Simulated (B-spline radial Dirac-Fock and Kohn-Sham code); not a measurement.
## Photoelectron lines of Nd⁴⁺ at 150 eV

System: Nd⁴⁺ in the configuration [Xe] 4f2.

These are calculated numbers from a B-spline atomic structure program; the model is the independent-particle Dirac-Slater model, thresholds from Dirac-Fock. The asymmetry parameter β is from the dipole term alone. Kinetic energies are from the vacuum level. Open shells are spread statistically over j, without multiplet splitting.

```
subshell  electrons  binding (eV)  kinetic (eV)  σ (kb)     β
   4f5/2       0.86         57.74         92.26     603  0.45
   4f7/2       1.14         57.28         92.72     802  0.45
      5s          2         93.17         56.83     116  1.90
   5p1/2          2         70.87         79.13    73.6  0.07
   5p3/2          4         67.03         82.97     202  0.20
```

Branching ratios of the spin-orbit partners (statistical value in brackets): 4f 1.33 (1.33), 5p 2.75 (2.00).

At such low photon energies correlation between channels can change these cross sections by tens of per cent.
